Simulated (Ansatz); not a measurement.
This geometry of BF2H + H3P (8 atoms, charge 0, multiplicity 1) is a first-order saddle point.

Method: RKS PBE-D4/def2-SVP in Ansatz.

```xyz
8
Properties=species:S:1:pos:R:3
B 0.070 -0.348 0.176
H -0.141 0.379 1.332
F 1.284 0.019 -0.304
F -1.034 -0.192 -0.595
P 0.156 -2.430 0.971
H -0.733 -2.691 -0.124
H 1.361 -2.498 0.195
H -0.066 -0.660 1.462
```

Problem. Which two structures does it join? (They come from a converged band through this point; their orientation in space is the band's.)

Solution. Bonds broken: B1–H2, P5–H8. Bonds formed: B1–P5, H2–H8. BF2H + H3P becomes BF2H2P + H2.

Initial state:

```xyz
8
Properties=species:S:1:pos:R:3
B 0.028 0.380 -0.088
H -0.137 0.789 1.039
F 1.245 0.282 -0.608
F -1.003 0.057 -0.858
P 0.235 -3.055 1.068
H -0.758 -2.562 0.148
H 1.293 -2.332 0.411
H -0.005 -1.981 2.000
```

Final state:

```xyz
8
Properties=species:S:1:pos:R:3
B 0.056 -0.744 -0.326
H 0.093 0.757 2.292
F 1.088 0.098 -0.302
F -1.103 -0.269 -0.778
P 0.191 -2.528 0.403
H -0.568 -3.153 -0.644
H 1.478 -2.806 -0.171
H -0.338 0.223 2.638
```

Problem. How far does it lie above each of them?

Solution. 1.49 eV above the first and 1.37 eV above the second. This is the barrier of this one path; another mechanism may lie lower. The orbitals stay closed-shell, which can raise the energy where a bond breaks towards radicals; this wasn't checked here.

The run took 3.5 min on 1 thread of Arm Neoverse V2 (shared host), peak memory 0.14 GiB.
